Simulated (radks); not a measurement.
All-electron atom: Al IV in [He] 2s2 2p5 3p1 (not the ground configuration). All-electron calculation, scalar-relativistic Kohn-Sham, LDA (Slater exchange, Perdew-Wang correlation), spin-unpolarised, spherical densities, finite nucleus; Fermi nuclear charge, rms radius 3.061 fm. Program: a radial shooting solver on a logarithmic mesh with Libxc functionals.

Radial electron density D(r) = 4 pi r^2 rho(r):

r (bohr)  D(r) (e/bohr)
0.01125           1.688
0.01431           2.515
0.01804           3.624
0.02293           5.149
0.02916           7.072
0.03706           9.304
0.04674           11.52
0.05942           13.46
0.07554           14.48
0.09603           14.12
0.1211            12.47
0.154             10.13
0.1957            8.462
0.2488            8.501
0.3138            9.994
0.3989            11.52
0.5071            11.23
0.6446            8.669
0.8129            5.206
1.033             2.349
1.314            0.9987
1.67             0.6606
2.106            0.5423
2.677            0.3237
3.404            0.1140
4.327           0.02077
5.457          0.001858

D(r) has 2 maxima, at r = 0.0805, 0.439 bohr, and minima at 0.219 bohr, inside which lie 2.21 electrons.
